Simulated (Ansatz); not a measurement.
O2Ti, triplet, at a GFN2-xTB geometry (such geometries of metal compounds can be far from the true shape) (the multiplicity is a formal guess). Base run: Ansatz (a first-principles code) with SVWN5/STO-3G.

Here is a job for Ansatz.
Ansatz 0.2 input:
```yaml
crystal:
  periodic: [false, false, false]
  atoms:
    - {symbol: Ti, position_ang: [0.08713546, 0.01667738, 0.10503988]}
    - {symbol: O, position_ang: [1.09419603, 0.19006438, -1.18532302]}
    - {symbol: O, position_ang: [-1.33381854, -0.23592717, 0.89646335]}
basis:
  gaussian:
    orbitals: STO-3G
hamiltonian:
  xc: {name: SVWN5}
magnetization: {spin_polarized: true, initial_magnetization: 2}
```

Variants of this job, named by their change:

```tsv
change	ΔE vs base (mEh)
base	0.000
final_grid = 4, 8, 17	0.108
lower_state_search = light	0.000
forces = on	0.000
point_charge = charge:0.5 position_ang:1.1433, -4.2563, 1.3014	1.400
lower_state_search = full	0.000
final_grid = 10, 20, 41	-0.001
point_charge = charge:1.0 position_ang:-1.5147, 2.1844, -3.8506	-2.975
final_grid = 14, 28, 59	-0.001
lower_state_search = off	0.000
point_charge = charge:-1.0 position_ang:-0.2438, 2.2683, -4.0725	0.720
```
